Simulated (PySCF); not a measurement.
**From computed data to an observable: entropy of an ideal gas**

W(O)(S)(OH)(NH2) (H3NO2SW), SMILES [NH2][W](=[O])([OH])=[S], multiplicity 1.

Coordinates come from a PBE-D3(BJ)/def2-SVP optimisation. The multiplicity is an assumed one; no other spin state was optimised. The structure was generated by enumeration; whether it is a known compound was not checked. The def2 effective core potentials stand for the cores of W; spin–orbit coupling is left out. The values are those of a single conformer.

PBE-D3(BJ)/def2-SVP run with PySCF 2.14.0 gives the harmonic wavenumbers 164, 179, 200, 208, 243, 262, 350, 455, 525, 560, 640, 697, 699, 973, 1453, 3469, 3570, 3745 cm⁻¹ and the rotational temperatures 0.1529, 0.1033, 0.0952 K. The molar mass is 264.93 g/mol, the symmetry number 1, the spin multiplicity 1.

Question: Work out the entropy at 298.15 K and 1 atm in the rigid-rotor, harmonic-oscillator model.

Answer: 
Translation (Sackur–Tetrode at 1 atm): S = R[1.5 ln M + 2.5 ln T − 1.16487] = 178.3 J/(mol K).
Rotation: q = (√π/σ) T^1.5/√(θA θB θC) = 235000, S = R[ln q + 3/2] = 115.3 J/(mol K).
Vibration: with u = 1.4388 ν/T, each mode gives R[u/(e^u − 1) − ln(1 − e^−u)]:
```
ν (cm⁻¹)  modes     u  S (J/(mol K))
--------  -----  ----  -------------
164           1  0.79          10.47
179           1  0.86           9.79
200           1  0.97           8.92
208           1  1.00           8.62
243           1  1.17           7.45
262           1  1.26           6.90
350           1  1.69           4.88
455           1  2.20           3.27
525           1  2.53           2.50
560           1  2.70           2.19
640           1  3.09           1.61
697           1  3.36           1.30
699           1  3.37           1.29
973           1  4.70           0.44
1453          1  7.01           0.06
```
The stiffer modes add less than 0.005 each. Sum 69.7 J/(mol K).
Spin: R ln 1 = 0.0 J/(mol K).
Total 363.3 J/(mol K); the program's own thermochemistry gives 363.3. Translation makes up 49 % and vibration 19 %. Anharmonicity, hindered rotation and orbital degeneracy are left out.
